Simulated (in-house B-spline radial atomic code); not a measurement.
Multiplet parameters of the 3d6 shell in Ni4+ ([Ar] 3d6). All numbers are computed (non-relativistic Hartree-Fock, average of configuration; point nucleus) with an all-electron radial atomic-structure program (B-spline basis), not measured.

Slater integrals: F^2 = 115328 cm⁻¹, F^4 = 72432 cm⁻¹. Central-field spin-orbit parameter ζ(3d) = 927.7 cm⁻¹ (bare central field on non-relativistic orbitals, without two-electron terms: too large for light atoms, too small for heavy ones).

(1) What are Racah's B and C?

(2) Where do the terms lie in LS coupling, without spin-orbit interaction?

(3) Is LS coupling a fair picture here?

Results:

(1) B = F^2/49 - 5F^4/441 = 1532 cm⁻¹, C = 35F^4/441 = 5749 cm⁻¹, C/B = 3.75.

(2) In cm⁻¹ above the Hund's-rule term (some of the terms):
| term | expression | energy |
| --- | --- | --- |
| 5D | 0B + 0C | 0 |
| 3H | 4B + 4C | 29124 |
| 3G | 9B + 4C | 36786 |
| 3D | 16B + 4C | 47513 |
| 1I | 6B + 6C | 43686 |

(3) Unscaled Hartree-Fock integrals overestimate measured term splittings, because correlation screens the repulsion; fits to spectra scale them down, most for low charges. Here ζ is 0.61 times B, so LS coupling is a fair start, though levels of equal J in close terms still mix.
